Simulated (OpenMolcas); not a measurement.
**Ar V: effect of the active space**

```json
{
 "Program": "OpenMolcas",
 "Method": "SS-CASPT2 or its RAS form, IPEA 0.25 Eh, imaginary shift 0.1 Eh",
 "Basis": "ANO-RCC-VQZP",
 "Scalar Hamiltonian": "DKH2, point nucleus",
 "Spin-orbit coupling": "RASSI with atomic mean-field integrals over the reference wave functions, term energies averaged over their components"
}
```

A. 2 electrons in 3 orbitals (3p); 2S+1 = 3 even, 3 roots; 2S+1 = 1 even, 6 roots; closed shells correlated: 2s 2p 3s; CASPT2 step of the order of 0.8 core-seconds
B. 4 electrons in 4 orbitals (3s 3p); 2S+1 = 3 even, 6 roots; 2S+1 = 1 even, 11 roots; 2S+1 = 5 odd, 1 root; 2S+1 = 3 odd, 9 roots; 2S+1 = 1 odd, 8 roots; closed shells correlated: 2s 2p; CASPT2 step about 3 core-seconds
C. 4 electrons in 8 orbitals (3s 3p 4s 4p); 2S+1 = 3 even, 6 roots; 2S+1 = 1 even, 11 roots; 2S+1 = 5 odd, 1 root; 2S+1 = 3 odd, 9 roots; 2S+1 = 1 odd, 8 roots; closed shells correlated: 2s 2p; CASPT2 step of the order of 13 core-seconds
D. 4 electrons in 9 orbitals (RAS2 3s 3p; RAS3 3d, at most 2 electrons); 2S+1 = 3 even, 6 roots; 2S+1 = 1 even, 12 roots; 2S+1 = 5 odd, 1 root; 2S+1 = 3 odd, 9 roots; 2S+1 = 1 odd, 8 roots; closed shells correlated: 2s 2p; CASPT2 step of the order of 19 core-seconds

Energies in cm⁻¹ above 3s² 3p² ³P₀, the measured ground level; measured values from Saloman, J. Phys. Chem. Ref. Data 39, 033101 (2010).

| Level | A | B | C | D | Measured |
| --- | --- | --- | --- | --- | --- |
| 3s² 3p² ³P₀ | 0.0 | 0.0 | 0.0 | 0.0 | 0.0 |
| 3s² 3p² ³P₁ | 704 | 692 | 690 | 672 | 763 |
| 3s² 3p² ³P₂ | 1894 | 1851 | 1854 | 1814 | 2029 |
| 3s² 3p² ¹D₂ | 16000 | 15620 | 16110 | 16330 | 16299 |
| 3s² 3p² ¹S₀ | 38060 | 36160 | 36850 | 38200 | 37912 |

Deviations, from unrounded energies. A percentage is the sum of absolute deviations over the sum of measured energies, with the sign that they share, or ± where signs differ.

```tsv
Against measurement	Levels	A	B	C	D
mean absolute deviation (cm-1)	4	160	670	380	160
fine structure of the ground term (%)	2	-7.0	-8.9	-8.9	-11.0
other terms of the ground configuration (%)	2	±0.8	-4.5	-2.3	+0.6
```

A, D lie about equally close to measurement and B furthest from it. The largest miss of D in the table is 3s² 3p² ¹S₀, by +290 cm-1. The ranking rests on the paired levels alone, and a cruder setting can come out closer through cancelling errors.

The two smallest mean deviations differ by little beside CASPT2's spread within terms, so their order carries little weight.

Among A to D the level of the table that moves most is 3s² 3p² ¹S₀, by 2000 cm-1 (lowest in B, highest in D). Moves below CASPT2's spread within the term are not significant.

CASPT2 does not keep the components of a term degenerate, so their means are used; among the terms shown or strongly mixed into the levels shown the widest spread is 110 cm-1 (3s² 3p² ¹D, A). Over all roots computed the reference weight is 0.86 to 0.99 in B, 0.85 to 0.99 in C; the roots of lowest weight are the least certain, and an intruder state may touch them. With the s shell closed, the reference lacks s² → p² mixing (holds for A). Active for correlation alone: 4p 4s; no level in the range computed is led by a configuration that fills them, so any true level of that kind is missing (holds for C). Active for correlation alone: 3d; no level in the range computed is led by a configuration that fills it, so any true level of that kind is missing (holds for D). Measured partners are found by configuration, term and J. A level has none where our copy of the source lacks it or the pairing is in doubt (some pairs that miss far off the trend of their configuration count as doubtful), and it then counts in no deviation. Only configurations of the active space appear. The table leaves out levels that lie high or whose names do not pair safely across all columns.
